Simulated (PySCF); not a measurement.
## Unknowns

All values are calculated (PySCF 2.14.0 with density-fitted response routines): shielding tensors at PBE0/pcSseg-1 (GIAO), GFN2-xTB geometry. Fast rotation and ring inversion assumed for equivalent nuclei, single conformer, non-relativistic, no solvent.

Shifts are taken against calculated references (same method and geometry level): TMS for ¹H, ¹³C. Splittings of carbon signals by F and P are missing where no couplings were computed. Where no couplings were computed, multiplicities follow the n + 1 count of equivalent neighbours, and m marks all less simple cases (inequivalent or close neighbours, rings, F or P nearby). Shifts are as computed. Against solution values, carbons near 30 ppm lie about +3 ppm off and those near 130 ppm about +5 ppm. Of 1211 compounds with measured shifts, 218 miss one by over three times the rms of a fit or turn the order of signals round; such compounds aren't used in these exercises.

Problem. C$_{6}$H$_{6}$FNO. ¹H NMR (400 MHz, computed): δ 8.46 (m, 1H), 1.90 (m, 1H), 1.23 (m, 2H), 1.19 (m, 2H). ¹³C{¹H} NMR (computed): δ 161.7 (C), 160.2 (C), 149.4 (CH), 15.1 (CH2), 6.7 (CH). What is it?

Solution. `N1=C(C2CC2)C(F)=CO1`. Rings plus π bonds: 4 (2 rings in the answer). 5 carbon signals for 6 carbons: some carbons are equivalent by symmetry or fast rotation. Carbon types of the structure: 2 × C, 2 × CH, 2 × CH2, which accounts for all hydrogens. δC 161.7: substituted aromatic carbon next to a ring nitrogen. δC 160.2: aromatic carbon bearing fluorine; the electronegative substituent deshields the carbon that carries it. δC 149.4: aromatic CH next to the ring oxygen. δC 15.1, 6.7: three-membered-ring carbon; carbons of three-membered rings are unusually shielded.

The shifts were computed for this structure.

Problem. C$_{6}$H$_{8}$OP$_{2}$. ¹H NMR (600 MHz, computed): δ 9.04 (m, 1H), 8.11 (m, 1H), 4.24 (s, 3H), 2.91 (m, 3H). ¹³C{¹H} NMR (computed): δ 244.8 (C), 184.6 (C), 158.9 (CH), 136.4 (CH), 60.3 (CH3), 29.1 (CH3). Identify the compound.

Solution. `COc1pccc(C)p1`. 6 carbon signals for 6 carbons: no two carbons are equivalent. Carbon types of the structure: 2 × C, 2 × CH, 2 × CH3, which accounts for all hydrogens. δC 244.8: aromatic carbon bearing oxygen; the electronegative substituent deshields the carbon that carries it. δC 184.6: substituted aromatic carbon. δC 60.3: methyl carbon bonded to O; pulled downfield by the heteroatom. δH 9.04, 8.11: hydrogen on an aromatic CH; it sits in the deshielding region of the aromatic ring current.

This is the structure that produced the data.

Problem. C$_{7}$H$_{8}$O. ¹H NMR (500 MHz, computed): δ 7.48 (m, 1H), 7.38 (m, 1H), 6.59 (m, 1H), 6.03 (m, 1H), 5.49 (m, 1H), 5.20 (m, 1H), 3.30 (d, 2H). ¹³C{¹H} NMR (computed): δ 149.6 (CH), 148.2 (CH), 143.5 (CH), 131.7 (C), 119.5 (CH2), 119.0 (CH), 36.0 (CH2). Give a structure.

Solution. SMILES o1ccc(CC=C)c1. The formula gives 4 degrees of unsaturation (1 ring in the answer). 7 carbon signals for 7 carbons: no two carbons are equivalent. Carbon types of the structure: 1 × C, 4 × CH, 2 × CH2, which accounts for all hydrogens. δC 149.6: alkene CH; as expected for a trigonal carbon in a double bond. δC 131.7: substituted aromatic carbon. δC 119.5: terminal =CH2 carbon; the olefinic region. δC 119.0: aromatic CH.

The data come from this structure; uniqueness wasn't tested.
